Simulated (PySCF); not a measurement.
## Spinor energies of Nd⁴¹⁺ (neodymium, charge +41)

Start: [Ar] 3d1; 3d5/2 filled at m_j = +5/2. Calculated with PySCF 2.14 in an uncontracted even-tempered set (16 s from 8.9 bohr⁻², ratio 2.8; 12 p from 12 bohr⁻², ratio 2.8; 8 d from 12 bohr⁻², ratio 2.8; 3 f from 35 bohr⁻², ratio 3): generalised Hartree-Fock with the X2C-1e Hamiltonian and a Gaussian nucleus; one run each with spin-orbit coupling (SO) screened by Boettger's factors, then bare. This is a chosen level, not necessarily the ground level.

```
spinor shell  electrons  ε, screened SO (eV)  ε, bare SO (eV)  weight of nominal j (bare SO)  rms radius, bare SO (bohr)
       1s1/2          2             -46155.8         -46155.5                          1.000                      0.0269
       2s1/2          2              -9497.8          -9497.7                          1.000                       0.108
       2p1/2          2              -9112.2          -9126.6                          1.000                      0.0924
       2p3/2          4              -8582.6          -8577.3                          1.000                      0.0984
       3s1/2          2              -3558.7          -3558.7                          1.000                       0.266
       3p1/2          2              -3400.0          -3403.5                          0.999                       0.255
       3p3/2          4              -3274.6          -3273.3                          1.000                       0.266
       3d5/2          1              -3053.0          -3050.8                          1.000                       0.232
```

| quantity | screened SO | bare SO |
| --- | --- | --- |
| E (hartree) | -8219.63540 | -8219.90143 |
| M_J | 5/2 | 5/2 |
| ⟨J²⟩ | 8.751 | 8.751 |
| ⟨L²⟩ | 6.023 | 6.024 |
| ⟨S²⟩ | 0.772 | 0.774 |

Each row is a mean over spinors that exchange with the open shell spreads, by up to 21.760 eV (3p3/2).

Breit and QED terms are absent; they matter most for the inner s and p1/2 levels.

Densities and radii are taken from the X2C orbitals without a picture-change correction, which distorts them close to the nucleus.
